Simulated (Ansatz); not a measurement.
`C[SiH](F)Cl` + `[SH][GeH3]` → `F[SiH](Cl)[S][GeH3]` + CH₄ at 400 K and 1 bar (ligand exchange at the Si–C bond).

Computed with Ansatz on PBE0-D4/def2-TZVP structures; ΔE is electronic, products minus reactants. CBS: MP2 limit from def2 TZ/QZ plus the TZ coupled-cluster correction, frozen cores. This one scheme is used for every species. For Ge outer-core shells are correlated without core-valence functions, which leaves a few kJ/mol of doubt a bond. Scalar relativity is left out up to krypton. One conformer a species, not always the lowest.

```csv
species,CCSD(T)/CBS energy (Eh),H − E (kJ/mol),S (J/(mol·K))
`C[SiH](F)Cl`,-889.24457,158.9,345.5
`[SH][GeH3]`,-2476.30083,106.6,308.1
`F[SiH](Cl)[S][GeH3]`,-3325.10853,141.7,429.0
CH₄,-40.46206,131.3,197.2
```

H − E and S are ideal-gas, rigid-rotor, harmonic terms from PBE0-D4/def2-TZVP, for one conformer and one mirror image of each species. 1 Eh = 2625.50 kJ/mol, R = 8.31446 J/(mol·K).

Question: By hand: ΔE, ΔH, ΔS and ΔG.

Answer: ΔE = (-3325.10853) + (-40.46206) − (-889.24457) − (-2476.30083) = -0.02519 Eh = -66.1 kJ/mol. Δ(H − E) = 141.7 + 131.3 − 158.9 − 106.6 = 7.5, so ΔH = -58.6 kJ/mol. ΔS = 429.0 + 197.2 − 345.5 − 308.1 = -27.4 J/(mol·K). ΔG = -58.6 − 400 × (-27.4)/1000 = -47.6 kJ/mol.

Question: By hand: the equilibrium constant, and the temperature at which ΔG would vanish if ΔH and ΔS stayed fixed.

Answer: log₁₀ K = −ΔG/(RT ln 10) = 6.2. ΔG = 0 at ΔH/ΔS = 2139 K.

ΔH outweighs TΔS. A doubt of 5 kJ/mol in ΔE shifts log₁₀ K by 0.7 here. Other conformers and mirror images would add mixing entropy, several J/(mol·K) or more a flexible species. Modes under 60 cm⁻¹, often nearly free rotors, make the harmonic entropy too high. These are equilibria of isolated gas molecules and say nothing of rates. Largest T1 diagnostic: 0.011 (customary marks: 0.02 for closed shells, 0.045 for open ones).
